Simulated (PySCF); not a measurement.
```xyz
3
charge -1 multiplicity 2, angstrom
Sn    0.1750    0.0000    0.0000
O    -0.6558   -1.6979    0.0000
O    -0.6558    1.6979    0.0000
```

These are results of PySCF, UPBE0, basis Sn def2-TZVPD with ECP28, O def2-TZVPD (scalar-relativistic core potentials, no spin–orbit coupling, density fitting), not measurements.

This geometry of SnO₂⁻ is a stationary point at this level.

Question: What is the point group?

Answer: C2v.

Question: Is it a minimum?

Answer: Yes: all harmonic wavenumbers are real.

Question: Which band is strongest in the infrared?

Answer: 663 cm⁻¹ (b2), 70 km/mol.

Question: What are the dipole moment and the gap between the highest occupied and lowest empty levels of either spin?

Answer: 3.17 D about the centre of mass and 2.96 eV.

Question: Give the atomic charges and bond orders.

Answer: 
| atom | Mulliken | Löwdin | polar tensor | spin (Mulliken) | Mayer order to Sn1 |
| --- | --- | --- | --- | --- | --- |
| Sn1 | 0.67 | 0.77 | 0.32 | 0.35 | – |
| O2,3 | -0.83 | -0.89 | -0.66 | 0.33 | 1.34 |

Only a few start shapes were tried, so a lower isomer may exist. The lowest empty level of this anion is unbound, so it and the gap depend on the basis. With an element this heavy the missing spin–orbit coupling can shift these numbers.
